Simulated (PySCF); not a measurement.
## Shapes and spin states of BeS2

Level of theory: PBE0 in PySCF with Be def2-TZVP, S def2-TZVP; no relativity; density-fitted integrals.

Relaxations began from a few typed shapes and spin states; open shells are unrestricted. The search is not exhaustive: other isomers or separated fragments can lie lower, and high-lying points may rest on an excited occupation.

| spin | group | bonds | angles | imaginary modes (cm⁻¹) | ΔE (kJ/mol) | ΔE with ZPE (kJ/mol) |
| --- | --- | --- | --- | --- | --- | --- |
| singlet | C2v | Be–S 1.854 Å (×2), S–S 2.246 Å | Be–S–S 52.7° (×2), S–Be–S 74.6° | none | 0.0 | 0.0 |
| triplet | C2v | Be–S 2.024 Å (×2), S–S 2.002 Å | Be–S–S 60.4° (×2), S–Be–S 59.3° | none | 48.7 | 46.8 |
| singlet (closed shell, unstable to spin polarisation) | Cs | Be–S 1.924 Å, S–S 1.981 Å | Be–S–S 113.7° | none | 212.9 | 209.5 |

The lowest minimum found is the singlet C2v: Be–S 1.854 Å (×2), S–S 2.246 Å; Be–S–S 52.7° (×2), S–Be–S 74.6°.
